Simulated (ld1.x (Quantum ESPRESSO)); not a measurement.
Before and after: RRKJ potential for bismuth

bismuth (Bi), norm-conserving RRKJ (Kleinman–Bylander form), made with ld1.x (Quantum ESPRESSO) 7.5 (PBEsol, non-relativistic). Core [Xe] 4f14 5d10, reference 6s1.75 6p3.25. Waves: 6p (bound): rc 2.15 bohr; 6s (bound): rc 1.60 bohr. Local part: the s channel. Core correction: none. rho0 = 0.001.

All-electron outer shells of the reference configuration (PBEsol, non-relativistic, ld1.x):

```
shell  level (eV)  outermost node (bohr)  outermost maximum (bohr)
   5p      -89.84                   0.50                      0.90
   5d      -31.18                   0.51                      1.03
   6s      -11.57                   1.10                      2.10
   6p       -4.89                   1.19                      2.54
```

Change: wave 6s (bound): rc 1.60 bohr becomes 6s (bound): rc 2.10 bohr.

Cutoffs: the cutoffs (Ry, on a coarse ladder) from which the occupation-weighted sum of valence levels, in a spherical-Bessel basis at the reference potential, stays within 10 and 1 mRy of its value at 400 Ry; they do not see the model core or the augmentation charge, which bear on the density cutoff. Errors are all-electron minus pseudo energies relative to the spin-unpolarised reference configuration.

Question: How do hardness, ghosts and transferability respond?

Answer: The potential gets softer (35 Ry and 140 Ry → 18 Ry and 30 Ry); of the 7 tests that both files solve, the error grows in 4 and shrinks in 2 by more than 15 % and 0.3 meV (median size 2.7 → 5.2 meV); the range in which the s phases agree widens (upper end 0.1 → 3.3); neither file shows a bound ghost. A larger radius leaves more room for a smooth pseudo-wave, so fewer plane waves are needed.

| quantity | base | changed |
| --- | --- | --- |
| cutoff, loose | 35 Ry | 18 Ry |
| cutoff, tight | 140 Ry | 30 Ry |
| loose cutoff by channel (10 mRy a level) | p 10 Ry, s 30 Ry | p 8 Ry, s 15 Ry |
| bound ghosts | none | none |
| error for 6s2 6p3, meV [ΔE -1.67 eV] | +0.5 | +0.3 |
| error for 6s2 6p2, meV [ΔE 6.40 eV] | -0.7 | -5.2 |
| error for 6s2 6p1, meV [ΔE 21.64 eV] | +2.7 | -26 |
| error for 6s2 6p2.5, meV [ΔE 1.52 eV] | +0.2 | -1.0 |
| error for 6s0 6p5, meV [ΔE 11.92 eV] | +84 | +14 |
| error for 6s1 6p3, meV [ΔE 13.64 eV] | +2.9 | +3.5 |
| error for 6s1 6p0, meV [ΔE 85.11 eV] | +240 | +86 |
| s: phases at 2.34 bohr within 0.05 rad from the reference energy up to (Ry; the scan ends near 5) | 0.1 | 3.3 |
| p: phases at 2.34 bohr within 0.05 rad from the reference energy up to (Ry; the scan ends near 5) | to the end of the scan | 4.7 |
